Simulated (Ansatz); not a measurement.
Start from `B[NH][AlH2]` and change one atom or group to get `C[SiH2]B[NH][AlH2]`.

Ansatz, PBE0-D4/def2-TZVP geometries, multiplicity 1. Each molecule was computed in one conformer, which needn't be the lowest.

```csv
property,`B[NH][AlH2]`
size of the dipole moment (B3LYP/def2-TZVPP) / D,1.39
size of the dipole moment (ωB97M-V/def2-TZVPP) / D,1.41
HOMO–LUMO gap (PBE/def2-TZVPP) / eV,5.00
HOMO energy (B3LYP/def2-TZVPP) / eV,-8.29
HOMO–LUMO gap (PBE0/def2-TZVPP) / eV,7.16
LUMO energy (PBE0/def2-TZVPP) / eV,-1.30
```

Question: Give the same properties after the change, and the shifts. (An estimate is asked.)

Answer: The calculation gave: 
```json
{"property": "size of the dipole moment (B3LYP/def2-TZVPP) / D", "`C[SiH2]B[NH][AlH2]`": "2.13", "shift": "0.74"}
{"property": "size of the dipole moment (ωB97M-V/def2-TZVPP) / D", "`C[SiH2]B[NH][AlH2]`": "2.17", "shift": "0.76"}
{"property": "HOMO–LUMO gap (PBE/def2-TZVPP) / eV", "`C[SiH2]B[NH][AlH2]`": "3.81", "shift": "-1.19"}
{"property": "HOMO energy (B3LYP/def2-TZVPP) / eV", "`C[SiH2]B[NH][AlH2]`": "-7.18", "shift": "1.11"}
{"property": "HOMO–LUMO gap (PBE0/def2-TZVPP) / eV", "`C[SiH2]B[NH][AlH2]`": "5.84", "shift": "-1.32"}
{"property": "LUMO energy (PBE0/def2-TZVPP) / eV", "`C[SiH2]B[NH][AlH2]`": "-1.52", "shift": "-0.22"}
```

With PBE0 the HOMO rises by 1.11 eV and the LUMO falls by 0.22 eV, so the gap narrows by about 1.33 eV. PBE moves the HOMO by 0.97 eV and ωB97M-V by 1.21 eV. Dipoles are sizes alone; their direction can turn.

B3LYP here is the variant with VWN-RPA as its local correlation; programs differ in this.
